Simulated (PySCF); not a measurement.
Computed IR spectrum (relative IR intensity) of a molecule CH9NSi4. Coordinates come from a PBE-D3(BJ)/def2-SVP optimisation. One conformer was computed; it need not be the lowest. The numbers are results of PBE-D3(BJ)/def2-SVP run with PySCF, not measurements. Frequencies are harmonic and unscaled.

Lines under 2 % of the strongest are left out, and lines within 2 cm⁻¹ are merged.

ν (cm⁻¹): 258 (vw), 411 (vw), 458 (w), 489 (vw), 555 (vw), 607 (vw), 658 (m), 661 (m), 706 (w), 732 (w), 786 (vs), 836 (s), 864 (w), 882 (s), 892 (w), 897 (w), 904 (w), 1274 (w), 1631 (m), 2136 (m), 2148 (m), 2151 (m), 2162 (w), 2164 (s), 2170 (m), 2907 (m) (against the strongest line: vs over 80 %, s over 45 %, m over 15 %, w over 4 %, vw less)

Task: Which molecule gave these data?
A. [SiH3][Si@H]1[SiH2]C=N[SiH2]1
B. [SiH3][SiH2][Si@H]1C=N[SiH2]1
C. [SiH3][SiH2][Si@H]1N=C[SiH2]1
D. [SiH3][Si@H]1C=N[SiH2][SiH2]1

Result: A, [SiH3][Si@H]1[SiH2]C=N[SiH2]1
